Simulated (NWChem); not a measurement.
## Ionisation of CH$_{3}$OS

SMILES: C[S]=O
```xyz
6

C      0.3118    -1.3914     0.0000
S     -0.5096     0.2193     0.0000
O      0.6088     1.2468     0.0000
H      0.9381    -1.4816    -0.8994
H     -0.4630    -2.1725     0.0000
H      0.9381    -1.4816     0.8994
```
Charge 0, spin multiplicity 2.

Program: NWChem. The geometry was optimised at UPBE0/def2-SVP, a minimum by its harmonic frequencies.

Basis set: def2-TZVP. The species with one electron less has spin multiplicity 1 and keeps the geometry of the parent. Δ marks differences of total energies (open shells unrestricted). −ε marks an orbital energy of the parent. That orbital need not have the symmetry of the hole or added electron in the Δ rows. That singlet is a closed-shell solution.

B3LYP has NWChem's definition, with VWN1-RPA local correlation. The structure started from a generated list of species. The unpaired electrons of the parent sit in orbitals of symmetry a" (Cs labels of the run); other states weren't searched. The stability of the SCF solutions was not checked.

Problem. For the first vertical ionisation energy, −ε(alpha HOMO) of B3LYP gives 6.55 eV and −ε(alpha HOMO) of PBE0 gives 6.83 eV. What do −ε(alpha HOMO) of PBE, −ε(alpha HOMO) of TPSS, ΔPBE0 give?

Solution. −ε(alpha HOMO) of PBE: 5.31 eV; −ε(alpha HOMO) of TPSS: 5.49 eV; ΔPBE0: 9.42 eV.
